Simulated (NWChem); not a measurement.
# C$_{3}$ClF$_{3}$; SMILES ClC(F)=C=C(F)F

```xyz
7

F      0.1556     2.3890    -1.0832
C      0.0283     1.6382     0.0000
F      0.1556     2.3890     1.0832
C     -0.1905     0.3556     0.0000
C     -0.3891    -0.9278     0.0000
F     -1.5944    -1.4994     0.0000
Cl     0.8693    -2.1322     0.0000
```
Atoms are numbered in this order, from 1.

Computed with NWChem. Structure relaxed at the B3LYP/6-31G* (spherical d) level. Level: PBE/def2-SVP with SMD (1 M gas to 1 M solution), gas-phase geometry.

Task: Predict the results for solvent acetone. Quantities: solvation free energy (kcal/mol); cavity-dispersion-structure term (kcal/mol); dipole in solution (D).

Result: 
| Item | Result |
|---|---|
| solvation free energy (kcal/mol) | -0.1 |
| cavity-dispersion-structure term (kcal/mol) | 0.7 |
| dipole in solution (D) | 0.33 |
